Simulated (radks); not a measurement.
Results of a calculation; reference values are marked as such.
Fractional charge and spin in the 4p shell of silver: the spin-up occupation runs from 2 to 3 and the spin-down occupation from 2 to 3; the fullest corner is Ag3+, [Ar] 3d10 4s2 4d(up 4, down 4) 4p(up 3, down 3). Code: a radial shooting solver on a logarithmic mesh with Libxc functionals. Model: scalar-relativistic Kohn-Sham, LDA (Slater exchange, Perdew-Wang correlation), spin-polarised, spherical densities, finite nucleus; Fermi nuclear charge, rms radius of each element as measured or else 0.836 A^(1/3) + 0.57 fm. Energy (eV) minus the two flat planes that join the four corners (they meet along the diagonal where the two added fractions sum to one electron); zero is where a piecewise linear energy would lie.

\begin{tabular}{lrrrrr}
down \ up & 2 & 2.25 & 2.5 & 2.75 & 3 \\ \hline
2 & 0.000 & -1.801 & -2.392 & -1.787 & 0.000 \\
2.25 & -1.801 & -2.325 & -1.655 & 0.195 & -1.700 \\
2.5 & -2.392 & -1.655 & 0.261 & -1.571 & -2.256 \\
2.75 & -1.787 & 0.195 & -1.571 & -2.192 & -1.683 \\
3 & 0.000 & -1.700 & -2.256 & -1.683 & 0.000 \\
\end{tabular}

Corners above the fullest one (they belong to Ag4+ and the next ion): (up 3, down 2) 105.81 eV, (up 2, down 3) 105.81 eV, (up 2, down 2) 231.27 eV. With half an added electron in each spin the energy lies 0.261 eV from the planes, and with half an added electron in spin up alone -2.392 eV. The planes are only a guide here: the flat-plane condition holds for ground states with one frontier orbital, while this shell lies below other occupied shells, so the corners above the fullest one are inner-hole states and not the ground states of those ions.
